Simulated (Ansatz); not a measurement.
Energy needed to pull apart CH2BClSi, singlet, into free ground-state atoms, from the structure below (displaced at random from a GFN2-xTB minimum); no zero-point or spin–orbit terms; open-shell atoms are treated unrestricted, in their ground-state multiplicity.

```
6
angstrom
B -0.7930 1.3027 0.4290
Si 0.1365 -0.3385 -0.0903
C 1.2946 -1.4511 -0.6558
Cl 1.3273 -3.1302 -0.8403
H -1.8507 1.3080 0.8634
H -0.1928 2.2626 0.2068
```

Computed with Ansatz 0.2.0 (basis: def2-TZVPP); correlated methods freeze the cores.

| method | atomization energy (kJ/mol) |
| --- | --- |
| PBE-D4 | ? |
| revPBE-D4 | 1827 |
| r2SCAN-D4 | 1820 |
| B97M-V | 1824 |
| PBE0-D4 | 1797 |
| wB97M-V | 1762 |
| HF | 1130 |
| MP2 | 1764 |
| CCSD | ? |
| CCSD(T) | 1719 |

(1) What does PBE-D4 give? (To be estimated.)

(2) What does CCSD give? (An estimate is asked for; the value comes from the calculation.)

No T1 diagnostic of these runs exceeds 0.040. The T1 diagnostic is large here, which may signal multireference character or strong orbital relaxation, so CCSD(T) is less sure. The restricted Hartree–Fock reference is unstable towards an unrestricted one here.

Results:

(1) By the calculation: 1882 kJ/mol, which is about 163 kJ/mol more than CCSD(T)/def2-TZVPP.

(2) Computed: 1645 kJ/mol, which is about 74 kJ/mol less than CCSD(T)/def2-TZVPP.

In triple zeta the MP2 and coupled-cluster atomization energies are still short of their basis limit by a few kcal/mol a bond, whereas those of the functionals are nearly converged, so these differences are not deviations from converged CCSD(T).

For scale, one of the runs: CCSD(T)/def2-TZVPP forces, 174 basis functions (an equivalent command: `ansatz run in.yaml --threads 4`). Hardware: 4 CPU threads, shared host. Wall time 94 s; peak host memory 2.7 GiB.
